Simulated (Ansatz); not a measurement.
`C[SiH2][O][GaH2]` → `[OH][GaH2]` + `C[SiH]` at 400 K and 1 bar (silylene formation by 1,1-elimination).

Computed with Ansatz on PBE0-D4/def2-TZVP structures; ΔE is electronic, products minus reactants. CCSD(T)/CBS adds triple-zeta CCSD(T) − MP2 to the extrapolated MP2 energy (def2 sets, frozen cores). This one scheme is used for every species. For Ga outer-core shells are correlated without core-valence functions, which leaves a few kJ/mol of doubt a bond. Scalar relativity is left out up to krypton. One conformer a species, not always the lowest.

| species | CCSD(T)/CBS energy (Eh) | H − E (kJ/mol) | S (J/(mol·K)) |
| --- | --- | --- | --- |
| `C[SiH2][O][GaH2]` | -2330.52677 | 223.4 | 407.4 |
| `[OH][GaH2]` | -2000.92981 | 89.0 | 281.3 |
| `C[SiH]` | -329.46712 | 128.7 | 279.3 |

H − E and S are ideal-gas, rigid-rotor, harmonic terms from PBE0-D4/def2-TZVP, for one conformer and one mirror image of each species. 1 Eh = 2625.50 kJ/mol, R = 8.31446 J/(mol·K).

Q: By hand: ΔE, ΔH, ΔS and ΔG.

A: ΔE = (-2000.92981) + (-329.46712) − (-2330.52677) = 0.12984 Eh = 340.9 kJ/mol. Δ(H − E) = 89.0 + 128.7 − 223.4 = -5.7, so ΔH = 335.2 kJ/mol. ΔS = 281.3 + 279.3 − 407.4 = 153.2 J/(mol·K). ΔG = 335.2 − 400 × (153.2)/1000 = 273.9 kJ/mol.

Q: By hand: the equilibrium constant, and the temperature at which ΔG would vanish if ΔH and ΔS stayed fixed.

A: log₁₀ K = −ΔG/(RT ln 10) = -35.8. ΔG = 0 at ΔH/ΔS = 2188 K.

The number of gas molecules changes by +1, which sets the sign of ΔS. A doubt of 5 kJ/mol in ΔE shifts log₁₀ K by 0.7 here. Other conformers and mirror images would add mixing entropy, several J/(mol·K) or more a flexible species. Modes under 60 cm⁻¹, often nearly free rotors, make the harmonic entropy too high. These are equilibria of isolated gas molecules and say nothing of rates. Largest T1 diagnostic: 0.015 (customary marks: 0.02 for closed shells, 0.045 for open ones).
